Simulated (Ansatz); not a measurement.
Geometry optimisation, RKS PBE/def2-SVP in Ansatz.

Input file:

```yaml
crystal:
  periodic: [false, false, false]
  atoms:
    - { symbol: B, position_ang: [0.0, 0.0, 0.0] }
    - { symbol: H, position_ang: [0.0, 0.0, 1.54] }
    - { symbol: "N", position_ang: [1.3423, 0.0, -0.775] }
    - { symbol: H, position_ang: [1.8089, -0.9179, -1.0268] }
    - { symbol: H, position_ang: [1.7937, 0.9179, -1.0532] }
    - { symbol: O, position_ang: [-1.2211, 0.0, -0.705] }
    - { symbol: H, position_ang: [-1.7308, -0.8467, -0.4965] }
    - { symbol: Br, position_ang: [0.1049, 2.2181, 0.7379] }
    - { symbol: H, position_ang: [0.041, 0.8666, 1.7013] }
basis:
  gaussian: { orbitals: def2-SVP }
hamiltonian:
  xc: pbe
relax:
  f_tol: 0.15
  max_steps: 25
  restrain:
    - { distance: [0, 7], at: 2.04, k: 30.0 }
    - { distance: [8, 1], at: 0.66, k: 30.0 }
    - { distance: [0, 1], at: 2.39, k: 30.0 }
    - { distance: [8, 7], at: 2.75, k: 30.0 }
```

Launched with:

```bash
$ ansatz run input.yaml --threads 2 --pin off --max-ram 3072MiB --backend cpu --events-out ev --progress --plain --runs-dir out
```

**Question.** Where does it end, and by what steps?

**Answer.** It converged. The restraints hold the end off the free minimum. After 8 steps the energy has fallen by 3.139 eV (the restraints' own energy left out); B1 moved furthest, 0.71 Å. Parted: Br8–H9 (1.66 → 2.76 Å).

```json
{"step": "0", "energy less start (eV)": "0.0000", "largest force component (eV/Å)": "2.983", "accepted": "yes"}
{"step": "1", "energy less start (eV)": "-0.6281", "largest force component (eV/Å)": "3.420", "accepted": "yes"}
{"step": "2", "energy less start (eV)": "-1.5113", "largest force component (eV/Å)": "4.745", "accepted": "yes"}
{"step": "3", "energy less start (eV)": "-2.3135", "largest force component (eV/Å)": "2.875", "accepted": "yes"}
{"step": "4", "energy less start (eV)": "-2.7685", "largest force component (eV/Å)": "1.547", "accepted": "yes"}
{"step": "5", "energy less start (eV)": "-3.0179", "largest force component (eV/Å)": "1.631", "accepted": "yes"}
{"step": "6", "energy less start (eV)": "-3.1147", "largest force component (eV/Å)": "1.779", "accepted": "yes"}
{"step": "7", "energy less start (eV)": "-3.1311", "largest force component (eV/Å)": "1.823", "accepted": "yes"}
{"step": "8", "energy less start (eV)": "-3.1392", "largest force component (eV/Å)": "1.837", "accepted": "yes"}
```

```xyz
9
Properties=species:S:1:pos:R:3
B -0.039 0.586 -0.401
H 0.031 -0.143 1.884
N 1.201 0.045 -0.792
H 1.329 -0.904 -1.142
H 2.059 0.592 -0.741
O -1.253 -0.036 -0.426
H -1.207 -0.963 -0.730
Br -0.057 2.516 0.174
H 0.074 0.545 2.097
```

Run time: 15 s on 2 threads of Arm Neoverse V2, with other jobs on the host, peak memory 0.15 GiB.
